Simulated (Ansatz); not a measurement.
Relaxation of C₂H₄MgO (8 atoms, charge 0, multiplicity 1), to a largest force component of 0.02 eV/Å in at most 40 steps.

Computed with Ansatz, RKS PBE/6-31G.

```xyz
8
Properties=species:S:1:pos:R:3
C 0.106 0.658 -0.174
C 0.061 -0.675 0.554
Mg -0.893 -1.165 -1.258
O -0.488 0.563 -1.432
H 1.149 0.973 -0.308
H -0.434 1.417 0.406
H 1.043 -1.107 0.749
H -0.543 -0.663 1.463
```

Problem. Where does it end, and by what steps?

Solution. The forces met the threshold. Limits of this set-up: no polarisation functions. After 5 steps the energy has fallen by 0.318 eV; O4 moved furthest, 0.12 Å.

```
step  energy less start (eV)  largest force component (eV/Å)  accepted
   0                  0.0000                           3.142       yes
   1                 -0.2379                           1.330       yes
   2                 -0.3132                           0.396       yes
   3                 -0.2998                           0.445        no
   4                 -0.3183                           0.045       yes
   5                 -0.3185                           0.012       yes
```

```xyz
8
Properties=species:S:1:pos:R:3
C 0.110 0.678 -0.178
C 0.074 -0.677 0.585
Mg -0.896 -1.212 -1.236
O -0.516 0.628 -1.535
H 1.163 0.995 -0.303
H -0.430 1.442 0.415
H 1.051 -1.152 0.764
H -0.555 -0.702 1.488
```

Whether the end is a true minimum wasn't checked by a vibrational analysis.

Time of the run: 12 s on 1 thread of Intel(R) Xeon(R) 6975P-C (Granite Rapids), with other jobs on the host, peak memory 0.16 GiB.
